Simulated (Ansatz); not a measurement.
Reaction (formal exchange of groups at the Si–Ge bond): `[SiH3][GeH]1[CH2][S]1` + `C[CH2][AlH][AlH2]` → `C[CH2][AlH][AlH][SiH3]` + `[CH2]1[S][GeH2]1`

Gas-phase electronic energies from Ansatz, PBE0-D4/def2-TZVP geometries. CCSD(T)/CBS is the MP2 limit (def2-TZVPP, def2-QZVPP) plus CCSD(T) − MP2 in def2-TZVPP, frozen cores. Functionals use def2-TZVPP. For Ge outer-core shells are correlated without core-valence functions, which leaves a few kJ/mol of doubt a bond. Scalar relativity is left out up to krypton. Each species was taken in one conformer, which may not be the lowest.

| level | ΔE (eV) |
| --- | --- |
| PBE0-D4 | 0.13 |
| r2SCAN | 0.14 |
| HF/def2-QZVPP | 0.17 |
| CCSD/CBS(def2) | 0.18 |

(1) What does CCSD(T)/CBS give? (Estimate.)

Largest T1 diagnostic among the species: 0.013.

## Answers

(1) Ansatz gave: +0.19 eV. The listed levels differ from it by -0.06, -0.05, -0.02, -0.01 eV.

The D4 term adds +0.04 eV with B3LYP and +0.02 eV with PBE0; it sums over pairs of atoms, weighted by their polarisabilities, and B3LYP, whose exchange is more repulsive, gets the larger term.

B3LYP here is the variant with VWN-RPA as its local correlation; programs differ in this.
